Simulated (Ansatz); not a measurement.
Compare A (`C[SiH](C)[NH][AlH2]`) with its isomer B (`C[SiH2][N](C)[AlH2]`).

Calculated with Ansatz (gas phase, PBE0-D4/def2-TZVP geometries, no zero-point term in ΔE). CCSD(T)/CBS is the MP2 limit (def2-TZVPP, def2-QZVPP) plus CCSD(T) − MP2 in def2-TZVPP, frozen cores. DFT in def2-TZVPP. B3LYP here is the variant with VWN-RPA as its local correlation; programs differ in this. Each species was taken in one conformer, which may not be the lowest.

A:

Z-matrix (Å, degrees):
```
C
Si 1 1.870
H 1 1.092 2 111.1
H 1 1.094 2 111.0 3 120.0
H 1 1.094 2 111.0 3 -120.3
C 2 1.870 1 109.3 3 178.0
N 2 1.734 1 111.5 3 -58.2
H 2 1.491 1 109.5 3 58.2
H 6 1.094 2 111.0 1 61.9
H 6 1.092 2 111.0 1 -178.1
H 6 1.094 2 111.1 1 -57.8
Al 7 1.779 2 129.7 1 119.9
H 7 1.013 2 114.5 1 -60.3
H 12 1.585 7 117.5 2 179.9
H 12 1.581 7 118.9 2 -0.1
```

B:

```xyz
15

C    -0.164    1.921   -1.115
Si   -0.281    1.026    0.521
N     0.117   -0.657    0.401
C    -0.763   -1.459   -0.446
Al    1.476   -1.418    1.268
H    -0.422    2.976   -0.988
H    -0.852    1.499   -1.852
H     0.849    1.865   -1.522
H     0.659    1.627    1.505
H    -1.679    1.172    1.029
H    -0.714   -1.150   -1.497
H    -1.810   -1.380   -0.129
H    -0.489   -2.517   -0.407
H     1.650   -2.981    1.069
H     2.422   -0.523    2.164
```

(1) Which is lower in electronic energy at CCSD(T)/CBS, and by how much? (An estimate is asked.)

(2) Give E(B) − E(A) in kcal/mol with CCSD/def2-TZVPP, ωB97M-V, CCSD(T)/def2-TZVPP, B3LYP-D4, B2PLYP, r2SCAN-D4, HF/def2-TZVPP. (Best estimate.)

Largest T1 diagnostic: 0.011.

Answers

(1) The calculation gave: A, by 22.2 kcal/mol.

(2) Computed: CCSD/def2-TZVPP 21.8, ωB97M-V 22.3, CCSD(T)/def2-TZVPP 21.5, B3LYP-D4 21.2, B2PLYP 22.0, r2SCAN-D4 22.7, HF/def2-TZVPP 21.9. None reverses the order clearly.
